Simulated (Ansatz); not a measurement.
`CC[CH2][ZnH]`, relaxed with RKS PBE0-D4/def2-TZVP in the Gaussian-basis code of Ansatz from a PBE-D4/def2-SVP geometry. The force threshold is 0.005 eV/Å; the program also tests the step.

Total charge 0; spin multiplicity 1.

Start:

```xyz
12

C     0.035    1.364   -0.467
C     0.761    0.017   -0.510
C    -0.121   -1.169   -0.095
Zn   -0.926   -0.998    1.685
H    -0.328    1.594    0.560
H     0.687    2.203   -0.783
H    -0.856    1.363   -1.131
H     1.158   -0.140   -1.540
H     1.660    0.068    0.143
H    -0.954   -1.297   -0.824
H     0.456   -2.120   -0.134
H    -1.574   -0.887    3.096
```

| step | energy (eV) | largest force (eV/Å) | largest move (Å) |
| --- | --- | --- | --- |
| 1 | -51651.3719 | 0.448 | 0.000 |
| 2 | -51651.4060 | 0.153 | 0.023 |
| 3 | -51651.4093 | 0.021 | 0.014 |
| 4 | -51651.4094 | 0.007 | 0.005 |
| 5 | -51651.4095 | 0.005 | 0.010 |
| 6 | -51651.4095 | 0.002 | 0.011 |

End:

```xyz
12

C     0.038    1.358   -0.476
C     0.763    0.023   -0.501
C    -0.126   -1.150   -0.093
Zn   -0.930   -1.013    1.687
H    -0.304    1.607    0.536
H     0.678    2.176   -0.815
H    -0.845    1.337   -1.121
H     1.160   -0.142   -1.511
H     1.639    0.077    0.154
H    -0.945   -1.259   -0.816
H     0.436   -2.090   -0.140
H    -1.563   -0.924    3.097
```

It took 24 s on 4 threads of an Arm Neoverse V1 on a shared host, with 0.52 GiB of host memory at the peak.
